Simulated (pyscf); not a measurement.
# H₂N–W(F)(F)(F)(F)–Cl (SMILES [NH2][W]([F])([F])([F])([F])[Cl]), singlet

Gas-phase minimum from PySCF at ωB97X-D3(BJ)/def2-SVP, one conformer. 

SMILES: [NH2][W]([F])([F])([F])([F])[Cl]
```xyz
9

N      1.5253     1.0090    -0.6731
W     -0.1226     0.6462     0.2625
F     -0.3135     2.4784     0.1659
F     -1.1511     0.4432    -1.2737
F      0.6118     0.7968     1.9648
F      0.4669    -1.0971     0.1303
Cl    -2.0973     0.1840     1.3875
H      1.8299     1.9443    -0.9389
H      2.1869     0.2869    -0.9542
```

Bond lengths (Å): N1–W2 1.929, N1–H8 1.019, N1–H9 1.019, W2–F3 1.845, W2–F4 1.860, W2–F5 1.860, W2–F6 1.845, W2–Cl7 2.319. Bond angles (°): W2–N1–H8 123.7, W2–N1–H9 123.7, H8–N1–H9 112.6, N1–W2–F3 82.9, N1–W2–F4 95.3, N1–W2–F5 95.2, N1–W2–F6 82.5, N1–W2–Cl7 179.3, F3–W2–F4 90.5, F3–W2–F5 90.5, F3–W2–F6 165.4, F3–W2–Cl7 97.8, F4–W2–F5 169.5, F4–W2–F6 90.8 (the first ones only).

Properties at ωB97X-D3(BJ)/def2-SVP:

| Item | Result |
|---|---|
| Harmonic wavenumbers, unscaled | 28, 128, 191, 199, 219, 270, 273, 292, 328, 383, 497, 663, 681, 691, 698, 721, 735, 762, 1516, 3571, 3684 cm⁻¹ |
| Zero-point energy | 23.6 kcal/mol |
| Rotational symmetry number | 2 |
| Entropy of this conformer at 298 K and 1 atm, rigid rotor and harmonic oscillator, modes under 100 cm⁻¹ raised to 100 | 389.6 J/(mol K) |
| Dipole moment | 4.16 D |

Single-point totals, which compare only within one level:

| level | total energy (hartree) |
|---|---|
| ωB97X-D3(BJ)/def2-TZVP | -983.17589 |
| PBE/def2-TZVP | -982.54774 |
| r²SCAN/def2-TZVP | -982.95096 |
| B3LYP-D3(BJ)/def2-TZVP | -983.16337 |
| PBE0-D3(BJ)/def2-TZVP | -982.50694 |
| M06-2X/def2-TZVP | -982.79090 |
| ωB97M-D3(BJ)/def2-TZVP | -983.18043 |

The lowest mode is so soft that the shape along it may change with the basis. Soft torsions are taken as harmonic, which can shift the entropy by several J/(mol K). Elements past Kr carry the def2 core potentials, without spin-orbit coupling.
